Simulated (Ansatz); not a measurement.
Stepwise reaction of `F[SiH2][SiH2]F` with water, as a gas-phase model of exchange steps in deposition or etching. ΔE in kJ/mol.

Gas-phase electronic energies from Ansatz, PBE0-D4/def2-TZVP geometries. CBS: MP2 limit from def2 TZ/QZ plus the TZ coupled-cluster correction, frozen cores. This one scheme is used for every species. DFT in def2-TZVPP. B3LYP here is the variant with VWN-RPA as its local correlation; programs differ in this. One conformer a species, not always the lowest.

| step | reaction | PBE-D4 | B3LYP-D4 | ωB97M-V | CCSD(T)/CBS |
| --- | --- | --- | --- | --- | --- |
| 1 | `F[SiH2][SiH2]F` + H₂O → `O[SiH2][SiH2]F` + H–F | 39.1 | 41.3 | 40.8 | 40.0 |
| 2 | `O[SiH2][SiH2]F` + H₂O → `O[SiH2][SiH2]O` + H–F | 37.0 | 41.5 | 39.9 | 40.5 |

By hand: ΔE of the 2 steps together at CCSD(T)/CBS.

(40.0) + (40.5) = 80.5 kJ/mol, or 40.2 kJ/mol a step.

In ΔE the steps differ by no more than 0.5 kJ/mol. All are uphill at CCSD(T)/CBS. PBE-D4 differs from CCSD(T)/CBS by -3.5 to -0.9 kJ/mol a step. Isolated molecules leave out the surface, adducts and barriers. Largest T1 diagnostic: 0.012.
